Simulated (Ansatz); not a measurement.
Basis sets compared for the cluster Mg₂I₃. Total charge 0; doublet. Geometry PBE-D4/def2-SVP. Ansatz on 4 threads of Arm Neoverse V2 on a shared host; times are rough, and most runs start from earlier orbitals.

Cartesian coordinates in Å:
```
Mg -1.167 0.401 -0.889
Mg 1.390 -0.285 0.549
I -2.938 1.131 -2.616
I 3.852 -0.689 1.204
I -1.136 -0.558 1.753
```

In the def2 sets I takes a core potential, while STO-3G treats all electrons; there is no spin–orbit coupling. Another isomer (doublet) lies 0.59 eV lower at PBE0-D4/def2-TZVP; other spin states weren't run for this one.

STO-3G and 6-31G are all-electron sets without relativity, so their totals don't compare with the def2 sets.

Binding counts from free atoms (Mg singlet, I doublet) in the same basis, without a counterpoise term.

| level | functions | energy (Eh) | HOMO (eV) | LUMO (eV) | binding per atom (eV) | wall time |
| --- | --- | --- | --- | --- | --- | --- |
| HF/STO-3G | 99 | -20946.5253 | -3.93 | 4.41 | – | 2.2 s |
| PBE-D4/def2-SVP | 114 | -1293.0443 | -5.37 | -4.33 | 1.82 | 2.2 s |
| PBE0-D4/def2-SVP | 114 | -1293.1661 | -6.31 | -3.75 | 1.82 | 4.8 s |

Question: Estimate the rows for HF/def2-TZVP, PBE-D4/def2-TZVP (with forces), PBE0-D4/def2-TZVP.

Answer: 
```csv
level,functions,energy (Eh),HOMO (eV),LUMO (eV),binding per atom (eV),wall time
HF/def2-TZVP,214,-1289.4472,-8.52,-0.75,1.41,4.3 s
PBE-D4/def2-TZVP (with forces),214,-1293.2145,-5.41,-4.33,1.81,4.4 s
PBE0-D4/def2-TZVP,214,-1293.3349,-6.31,-3.72,1.82,9 s
```
